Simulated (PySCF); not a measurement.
Computed shifts of a molecule C3H8FNSi, PBE0/pcSseg-1 in PySCF, GIAO, gas phase, atoms alike by connectivity averaged where their shifts nearly agree, in ppm (number of nuclei): ¹³C: 179.1 (1), 96.1 (1), 24.4 (1). ¹⁹F: -93.4 (1). ²⁹Si: -26.1 (1). ¹⁵N: 11.0 (1). ¹H: 5.19 (1), 5.01 (1), 4.97 (1), 4.67 (1), 2.36 (1), 1.76 (1), 0.92 (1), 0.35 (1). References: ¹³C against TMS (σ = 186.3 ppm); ¹⁹F against CFCl3 (σ = 167.2 ppm); ²⁹Si against TMS (σ = 352.7 ppm); ¹⁵N against NH3 (σ = 267.4 ppm); ¹H against TMS (σ = 31.56 ppm), references at their B3LYP-D3(BJ)/def2-TZVP geometries, non-relativistic. The structure is a stationary point at B3LYP-D3(BJ)/def2-SVP. One conformer was computed; it need not be the lowest.

Question: Pick the molecule that these values belong to.
A. C/N=C/[C@H](F)[SiH3]
B. NC/C=C/[SiH2]F
C. F[C@H]1CCN[SiH2]1
D. C=C(F)C[SiH2]N

Answer: D, C=C(F)C[SiH2]N
